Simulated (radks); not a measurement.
Problem. Excited configurations of Ce3+: one electron is placed in a higher orbital outside [Xe]. The ground configuration is [Xe] 4f1. Method: Dirac Kohn-Sham, PBE, spin-unpolarised, spherical densities, finite nucleus; open shells fill j = l - 1/2 first; Fermi nuclear charge, rms radius 4.8771 fm; computed with a radial shooting solver on a logarithmic mesh with Libxc functionals. Excitation = E - E(ground); binding = E(ion) - E, where the ion is the core of charge +4; n* = 4/sqrt(2 binding) in atomic units, and the quantum defect is n - n*.

| outer orbital | excitation (eV) | binding (eV) | n* | quantum defect | eigenvalue (eV) | <r> (bohr) |
|---|---|---|---|---|---|---|
| 5d3/2 | 7.300 | 30.591 | 2.668 | 2.332 | -25.646 | 2.228 |
| 5f5/2 | 23.642 | 14.249 | 3.909 | 1.091 | -11.783 | 4.194 |
| 6s1/2 | 11.673 | 26.218 | 2.882 | 3.118 | -22.952 | 3.259 |
| 6p1/2 | 16.080 | 21.811 | 3.159 | 2.841 | -19.003 | 3.683 |
| 6d3/2 | 22.747 | 15.144 | 3.791 | 2.209 | -13.227 | 4.880 |
| 7s1/2 | 23.421 | 14.470 | 3.879 | 3.121 | -12.916 | 5.823 |
| 7p1/2 | 25.244 | 12.647 | 4.149 | 2.851 | -11.240 | 6.442 |
| 7d3/2 | 28.320 | 9.571 | 4.769 | 2.231 | -8.458 | 8.070 |
| 7f5/2 | 31.348 | 6.544 | 5.768 | 1.232 | -5.790 | 11.28 |

Estimate the row for 6f5/2.

Solution. excitation (eV) 28.508; binding (eV) 9.383; n* 4.817; quantum defect 1.183; eigenvalue (eV) -8.142; <r> (bohr) 7.380. The Delta-SCF ionisation energy is 37.891 eV (NIST Atomic Spectra Database: 36.91 eV, semi-empirical). Self-interaction in the functional shifts the binding energies and quantum defects, so they are the method's values and not measured ones. Spin polarisation and multiplet splitting are left out, so open shells lie too high by an amount that depends on their filling.

Beside tabulated values, note that spin-unpolarised runs miss the spin-polarisation part of the exchange energy of open shells.
